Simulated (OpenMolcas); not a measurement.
Computed levels of 5s² 5p in ions with 49 electrons, in cm-1 above ²P°_1/2.

```yaml
Program: OpenMolcas
Method: RASSCF
Basis: ANO-R2
Scalar_Hamiltonian: X2C, finite nucleus
Spin-orbit_coupling: RASSI with atomic mean-field integrals over the reference wave functions, term energies averaged over their components
```

Active space for each ion: 3 electrons in 9 orbitals (RAS2 5s 5p; RAS3 5d, at most 2 electrons).

```csv
Level,In,Sn+,Te3+,I4+,Xe5+
²P°_3/2,2094,3738,7966,10641,13730
```

Estimate ²P°_3/2 for Sb2+ from its neighbours Sn+ and Te3+.

²P°_3/2 is fine structure, which grows about as the fourth power of a screened charge, so the fourth roots are averaged: ((3738^0.25 + 7966^0.25) / 2)^4 = 5555. The calculation gives 5625, so the estimate is off by -1.2 %; the measured value is 6576 (Moore, Atomic Energy Levels, vol. III, NSRDS-NBS 35 (1971 reprint of NBS Circular 467, 1958)).

Active for correlation alone: 5d; no level in the range computed is led by a configuration that fills it, so any true level of that kind is missing. Some high roots are left out of the spin-orbit mixing, which shifts the levels that they would mix with (holds for In). Without dynamic correlation excited terms often stand tens of per cent too high (terms of higher spin than the ground term too low), and those without a measured partner can miss by more than the paired ones (holds for In). Computed and measured levels are paired by configuration, term and J; levels that our copy of the source lacks, or whose pairing is in doubt (as where it misses far off the trend of its configuration), stay unpaired and out of the deviations. Only configurations of the active space appear.

° marks odd parity.
